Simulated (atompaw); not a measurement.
**Cutoff test, Os (Z = 76), PAW (atompaw)**

```json
{
  "Element": "osmium (Os)",
  "Generator": "atompaw 4.2.0.5",
  "Type": "PAW",
  "Functional": "PBEsol",
  "Relativity": "scalar-relativistic",
  "Frozen core": "[Xe] 4f14",
  "Valence charge": "8",
  "Reference configuration": "5d6 6s1 6p0 (charge +1)",
  "Partial waves": "6s (bound): rc 2.00 bohr; 6s channel at 4.3 Ry: rc 2.00 bohr; 6p (bound, empty): rc 2.65 bohr; 6p channel at 2.15 Ry: rc 2.65 bohr; 5d (bound): rc 1.80 bohr; 5d channel at -0.5 Ry: rc 1.80 bohr",
  "Local potential": "troulliermartins scheme with l = 3 at -0.5 Ry, radius 2.25 bohr",
  "Core correction": "smooth core density matched at 2.15 bohr",
  "Augmentation charge": "sinc compensation charge, radius 2.65 bohr; PAW radius 2.65 bohr; waves and projectors: custom rrkj gramschmidtortho"
}
```

The pseudo-atom Hamiltonian at the reference potential is diagonalised in spherical Bessel functions j_l(qr) that vanish at 20 bohr, with q² up to the cutoff. All-electron valence levels (Ry): 6s -0.9694, 6p -0.5188, 5d -1.0425.

How do the lowest levels (Ry) of each channel move with the cutoff, and are there ghosts?

```json
{"cutoff (Ry)": "8", "s #1": "-5.0442", "s #2": "-0.9632", "p #1": "-0.5186", "p #2": "-0.1489", "d #1": "-0.5799", "d #2": "-0.1293", "f #1": "-0.0556", "Σ f·Δε (mRy)": "2781.6"}
{"cutoff (Ry)": "10", "s #1": "-5.6828", "s #2": "-0.9683", "p #1": "-0.5188", "p #2": "-0.1490", "d #1": "-0.6907", "d #2": "-0.1385", "f #1": "-0.0556", "Σ f·Δε (mRy)": "2111.4"}
{"cutoff (Ry)": "15", "s #1": "-6.2353", "s #2": "-0.9689", "p #1": "-0.5188", "p #2": "-0.1490", "d #1": "-0.8829", "d #2": "-0.1514", "f #1": "-0.0557", "Σ f·Δε (mRy)": "957.5"}
{"cutoff (Ry)": "18", "s #1": "-6.3067", "s #2": "-0.9691", "p #1": "-0.5188", "p #2": "-0.1490", "d #1": "-0.9748", "d #2": "-0.1567", "f #1": "-0.0557", "Σ f·Δε (mRy)": "406.1"}
{"cutoff (Ry)": "21", "s #1": "-6.3087", "s #2": "-0.9692", "p #1": "-0.5188", "p #2": "-0.1490", "d #1": "-1.0105", "d #2": "-0.1586", "f #1": "-0.0557", "Σ f·Δε (mRy)": "191.6"}
{"cutoff (Ry)": "30", "s #1": "-6.3339", "s #2": "-0.9693", "p #1": "-0.5188", "p #2": "-0.1490", "d #1": "-1.0404", "d #2": "-0.1601", "f #1": "-0.0557", "Σ f·Δε (mRy)": "12.1"}
{"cutoff (Ry)": "35", "s #1": "-6.3537", "s #2": "-0.9693", "p #1": "-0.5188", "p #2": "-0.1490", "d #1": "-1.0420", "d #2": "-0.1602", "f #1": "-0.0557", "Σ f·Δε (mRy)": "2.7"}
{"cutoff (Ry)": "40", "s #1": "-6.3612", "s #2": "-0.9693", "p #1": "-0.5188", "p #2": "-0.1490", "d #1": "-1.0420", "d #2": "-0.1602", "f #1": "-0.0557", "Σ f·Δε (mRy)": "2.4"}
{"cutoff (Ry)": "45", "s #1": "-6.3619", "s #2": "-0.9693", "p #1": "-0.5188", "p #2": "-0.1490", "d #1": "-1.0421", "d #2": "-0.1602", "f #1": "-0.0557", "Σ f·Δε (mRy)": "1.9"}
{"cutoff (Ry)": "55", "s #1": "-6.3622", "s #2": "-0.9693", "p #1": "-0.5188", "p #2": "-0.1490", "d #1": "-1.0424", "d #2": "-0.1602", "f #1": "-0.0557", "Σ f·Δε (mRy)": "0.4"}
{"cutoff (Ry)": "60", "s #1": "-6.3624", "s #2": "-0.9693", "p #1": "-0.5188", "p #2": "-0.1490", "d #1": "-1.0424", "d #2": "-0.1602", "f #1": "-0.0557", "Σ f·Δε (mRy)": "0.3"}
{"cutoff (Ry)": "400", "s #1": "-6.3627", "s #2": "-0.9694", "p #1": "-0.5188", "p #2": "-0.1490", "d #1": "-1.0424", "d #2": "-0.1602", "f #1": "-0.0557", "Σ f·Δε (mRy)": "0.0"}
```

Result: ghost state, extra bound levels that the all-electron valence spectrum of the same l lacks: s at -86.6 eV (a true bound ghost makes a file unfit for plane-wave use); 10 mRy is reached at 35 Ry and 1 mRy at 50 Ry.
